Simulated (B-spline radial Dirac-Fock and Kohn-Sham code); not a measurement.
**Relativistic shifts of the levels of W³⁺**

System: the W³⁺ ion, [Xe] 4f14 5d3.

Both columns are ΔSCF binding energies of the configuration average from a B-spline atomic structure program: non-relativistic Hartree-Fock with a point nucleus, and Dirac-Fock with a finite nucleus and the Coulomb interaction alone, averaged over the two j levels with weights 2j+1.

```tsv
shell	Hartree-Fock (eV)	Dirac-Fock (eV)	shift (eV)	shift (%)
1s	64246.3	69909.3	+5663.03	+8.81
2s	10687.3	12189.3	+1502.07	+14.05
2p	10223.8	10723.3	+499.52	+4.89
3s	2503.0	2874.0	+370.98	+14.82
3p	2288.2	2427.4	+139.17	+6.08
3d	1891.9	1875.6	-16.28	-0.86
4s	551.8	642.7	+90.95	+16.48
4p	461.0	493.2	+32.16	+6.98
4d	296.2	292.0	-4.20	-1.42
4f	80.06	70.82	-9.25	-11.55
5s	105.8	120.5	+14.76	+13.96
5p	76.50	80.21	+3.70	+4.84
5d	37.14	35.99	-1.15	-3.09
```

Relativity binds 1s, 2s, 2p, 3s, 3p, 4s, 4p, 5s, 5p more strongly, among those listed most of all 4s in relative terms, and 3d, 4d, 4f, 5d more weakly, because the contracted s and p shells screen the nucleus better.

Values without a named source are computed, but for edge energies of neutral atoms, which are taken from tables.
